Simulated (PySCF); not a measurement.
Correlation energy of Sc⁺ (scandium, charge +1)

[Ar] 3d2, high-spin 3F determinant (an excited configuration). All numbers are calculated (PySCF 2.14, the spin-free X2C one-electron Hamiltonian (Gaussian nucleus), in x2c-TZVPPall (6s5p4d2f1g, 64 functions)). Frozen: [Ne]; 10 electrons correlated.

```json
{"level": "CCSD", "correlation energy (mhartree)": "-218.68"}
{"level": "(T)", "correlation energy (mhartree)": "-4.14"}
{"level": "CCSD(T)", "correlation energy (mhartree)": "-222.82"}
```

Diagnostics: T1 = 0.0095, D1 = 0.0279, largest double amplitude 0.032.

Is a single reference adequate?

Yes: T1 lies below 0.03 and no double amplitude reaches 0.07.

This basis was not built for core-valence correlation, so the inner-shell part is incomplete.
